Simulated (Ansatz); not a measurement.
The same ligand exchange along the group B, Al, Ga, In.

Isolated molecules relaxed with PBE0-D4/def2-TZVP in Ansatz; ΔE leaves out vibrations. CCSD(T)/CBS adds triple-zeta CCSD(T) − MP2 to the extrapolated MP2 energy (def2 sets, frozen cores). This one scheme is used for every species. Functionals use def2-TZVPP. def2 core potentials past Kr. For Br, Ga, In outer-core shells are correlated without core-valence functions, which leaves a few kJ/mol of doubt a bond. Scalar relativity is left out up to krypton. One conformer a species, not always the lowest.

| reaction | LDA (SPW92) (kJ/mol) | CCSD(T)/CBS(def2) (kJ/mol) |
| --- | --- | --- |
| `NBBr` + NH₃ → `NBN` + HBr | -18 | -4 |
| `[NH2][AlH][Br]` + NH₃ → `[NH2][AlH][NH2]` + HBr | 75 | 83 |
| `[NH2][GaH][Br]` + NH₃ → `[NH2][GaH][NH2]` + HBr | 93 | 99 |
| `[NH2][InH][Br]` + NH₃ → `[NH2][InH][NH2]` + HBr | 128 | 136 |

Largest T1 diagnostic: 0.015, for `[NH2][InH][NH2]`.
